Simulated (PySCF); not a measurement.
From one molecule to another.

First species: C6H9N3.
Geometry (GFN2-xTB, Å), atoms numbered from 1 in this order:
```xyz
18
C6H9N3 angstrom
C     -1.801   -1.858   -0.161
C     -1.609   -0.669    0.376
C     -0.469   -0.335    1.296
N      0.272    0.798    0.803
C      0.180    2.101    1.191
N      0.968    2.846    0.482
N      1.599    2.051   -0.400
C      1.187    0.830   -0.218
C      1.622   -0.364   -0.976
H     -2.631   -2.057   -0.816
H     -1.143   -2.687    0.043
H     -2.275    0.156    0.160
H     -0.856   -0.074    2.287
H      0.205   -1.191    1.396
H     -0.459    2.442    1.980
H      0.769   -0.847   -1.451
H      2.330   -0.051   -1.736
H      2.104   -1.084   -0.314
```

Second species: C6H9N3.
SMILES: `CC(C)c1cnncn1`

Levels: PBE0/pcSseg-1 for dipole moment, HOMO energy, LUMO energy and HOMO–LUMO gap; GFN2-xTB for rotational constant A and rotational constant C. Geometries: GFN2-xTB. All species are isolated and taken at one optimised geometry, non-relativistic unless stated; the electronic structure was computed with PySCF and density fitting.

The conformers computed, where there is a choice (atom-mapped SMILES and torsion angles):
- `[CH2:1]=[CH:2][CH2:3][n:4]1[cH:5][n:6][n:7][c:8]1[CH3:9]`: C1–C2–C3–N4 125°, C2–C3–N4–C5 99°
- `[CH3:1][CH:2]([CH3:3])[c:4]1[cH:5][n:6][n:7][cH:8][n:9]1`: C1–C2–C4–C5 115°

Values for the first species:

```
Dipole moment         : 6.30 D
HOMO energy           : -7.00 eV
LUMO energy           : -0.46 eV
HOMO–LUMO gap         : 6.54 eV
Rotational constant A : 3.156 GHz
Rotational constant C : 0.987 GHz
```

(1) Estimate the same properties for the second species, and the change in each.

## Answers

(1) 
```
             property      first     second  second less first
        dipole moment     6.30 D     3.51 D            -2.79 D
          HOMO energy   -7.00 eV   -6.77 eV           +0.23 eV
          LUMO energy   -0.46 eV   -1.94 eV           -1.48 eV
        HOMO–LUMO gap    6.54 eV    4.83 eV           -1.71 eV
rotational constant A  3.156 GHz  3.629 GHz         +0.473 GHz
rotational constant C  0.987 GHz  1.073 GHz         +0.086 GHz
```

On the first: A dipole of 6.30 D is allowed in C1, and pure rotational transitions are dipole-allowed. The dipole matches unit charges of opposite sign 1.31 Å apart (1 e·Å = 4.8032 D).

On the second: The dipole matches unit charges of opposite sign 0.73 Å apart (1 e·Å = 4.8032 D).
